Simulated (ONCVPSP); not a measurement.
Varying the ONCV potential for K

Base potential:

- Element: K
- Generator: ONCVPSP 4.0.1
- Type: optimised norm-conserving Vanderbilt (ONCV)
- Functional: PBEsol
- Relativity: scalar-relativistic
- Frozen core: [Ne]
- Valence charge: 9
- Reference configuration: 3s2 3p6 (charge +1)
- Partial waves: 3s: rc 1.30 bohr, ncon 5, nbas 9, qcut 4.5 1/bohr, 1 projector; 3p: rc 2.20 bohr, ncon 4, nbas 7, qcut 7.6 1/bohr, 3 projectors, debl 2.9 Ha; d scattering state at 0.37 Ha: rc 2.30 bohr, ncon 5, nbas 9, qcut 4.9 1/bohr, 2 projectors, debl 3.2 Ha
- Local potential: polynomial inside 1.30 bohr (lpopt 5, dvloc0 6 Ha)
- Core correction: none

In the d channel the program set the typed energies aside and used 0.050, 3.250 Ha.

Cutoffs, loose and tight: the cutoffs (Ha) at which the residual kinetic energy of the hardest occupied pseudo-wave falls to 1 and 0.1 mHa per electron. They do not see the model core or the augmentation charge, which bear on the density cutoff. Test errors are all-electron minus pseudo excitation energies from the reference, over the configurations 3s2 3p6 4s1; 3s2 3p6 4s0.5; 3s2 3p6 4p1; 3s2 3p6 3d1. A dash means not determined; rows that change the core or the reference have their own tests.

| change | outcome | cutoff, loose | cutoff, tight | bound ghosts | GHOST(+) flags above zero | largest test error (meV) |
| --- | --- | --- | --- | --- | --- | --- |
| base | generated, projector energies reset by the program | 115 Ha | 136 Ha | none | none | +45 |
| local potential polynomial inside 1.20 bohr (lpopt 5, dvloc0 4 Ha) | generated, projector energies reset by the program | 115 Ha | 136 Ha | none | none | +9.8 |
| d: rc 3.32 | generated, projector energies reset by the program | 115 Ha | 136 Ha | none | none | +45 |
| local potential polynomial inside 1.30 bohr (lpopt 5, dvloc0 0.5 Ha) | generated, projector energies reset by the program | 115 Ha | 136 Ha | none | none | +20 |
| core correction polynomial model core, fcfact 0.45 | generated, projector energies reset by the program | 115 Ha | 136 Ha | none | none | +45 |
| d: nbas 10 | generated, projector energies reset by the program | 115 Ha | 136 Ha | none | none | +45 |
| functional PBE | generated, projector energies reset by the program | 115 Ha | 136 Ha | none | none | +47 |
| d: nproj 1 | generated, projector energies reset by the program | 115 Ha | 136 Ha | none | none | +45 |
| all radii scaled by about 0.81 (s 1.06, p 1.78, d 1.86 bohr); local potential polynomial inside 1.06 bohr (lpopt 5, dvloc0 6 Ha) | generated, projector energies reset by the program | 131 Ha | 179 Ha | none | none | +13 |

(1) What comes out with this change to the base: s: qcut 4.1; p: qcut 6.9; d: qcut 4.4?

## Answers

(1) outcome: generated, projector energies reset by the program; cutoff, loose: 119 Ha; cutoff, tight: 138 Ha; bound ghosts: none; GHOST(+) flags above zero: none; largest test error (meV): +47.
